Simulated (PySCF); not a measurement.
TaOBr, SMILES [O]=[Ta][Br] (connectivity only; charge and spin as stated), neutral, multiplicity 3. Atoms are numbered in the order given.

```xyz
3

Ta    -0.1878     0.6788     0.0000
O      1.2382     1.6265     0.0000
Br     0.1087    -1.7875     0.0000
```
Charge 0, spin multiplicity 3.

Geometry optimised at B3LYP-D3(BJ)/def2-TZVP. The multiplicity is an assumed one; other spin states were not compared. The def2 effective core potentials stand for the cores of Ta; spin–orbit coupling is left out.

Method: B3LYP-D3(BJ)/def2-TZVP (PySCF).

Frequencies are harmonic and unscaled.

| mode | ν (cm⁻¹) | IR (km/mol) | moving atoms (share of kinetic energy) |
|---|---|---|---|
| 1 | 137 | 8.8 | O 79 %, Br 13 %, Ta 9 % |
| 2 | 251 | 28.9 | Br 66 %, Ta 32 % |
| 3 | 998 | 144.9 | O 92 %, Ta 8 % |
